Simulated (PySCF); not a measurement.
SMILES CC(C)(C)N=[C]C, doublet, GFN2-xTB optimised geometry.

```
19

C      1.69     2.37     3.89
C      1.25     1.76     2.63
N      0.60     0.72     2.47
C      0.16     0.11     1.24
C     -1.38     0.13     1.26
C      0.66    -1.34     1.26
C      0.68     0.84     0.00
H      2.77     2.52     3.86
H      1.43     1.77     4.77
H      1.23     3.36     3.98
H     -1.75    -0.36     2.16
H     -1.77    -0.38     0.39
H     -1.74     1.16     1.26
H      0.30    -1.87     0.39
H      1.75    -1.36     1.26
H      0.30    -1.84     2.16
H      0.34     1.87     0.00
H      1.77     0.84     0.00
H      0.33     0.35    -0.90
```

Density from unrestricted CAM-B3LYP/def2-SVP in PySCF at that geometry.

Minimum of the electron density along straight lines between bonded atoms, close to the bond critical point (lines longer than 1.1 times the sum of covalent radii, or with two minima, are not listed):

```
bond    length / Å  ρ at the minimum / e bohr⁻³  ∇²ρ there / e bohr⁻⁵  position (fraction from the first atom)
------  ----------  ---------------------------  --------------------  ---------------------------------------
C1–C2        1.472                        0.265                 -0.65                                     0.49
C2–N3        1.236                        0.394                 -0.26                                     0.34
N3–C4        1.439                        0.272                 -0.78                                     0.63
C4–C5        1.533                        0.247                 -0.58                                     0.51
C4–C6        1.533                        0.247                 -0.58                                     0.51
C4–C7        1.534                        0.246                 -0.57                                     0.51
C1–H8        1.089                        0.275                 -1.03                                     0.63
C1–H9        1.095                        0.272                 -1.01                                     0.64
C1–H10       1.089                        0.275                 -1.02                                     0.63
C5–H11       1.087                        0.278                 -1.04                                     0.63
C5–H12       1.087                        0.277                 -1.02                                     0.63
C5–H13       1.088                        0.277                 -1.03                                     0.63
C6–H14       1.087                        0.277                 -1.02                                     0.63
C6–H15       1.088                        0.277                 -1.03                                     0.63
C6–H16       1.087                        0.278                 -1.04                                     0.63
C7–H17       1.087                        0.278                 -1.03                                     0.63
C7–H18       1.087                        0.277                 -1.03                                     0.63
C7–H19       1.087                        0.277                 -1.02                                     0.63
```
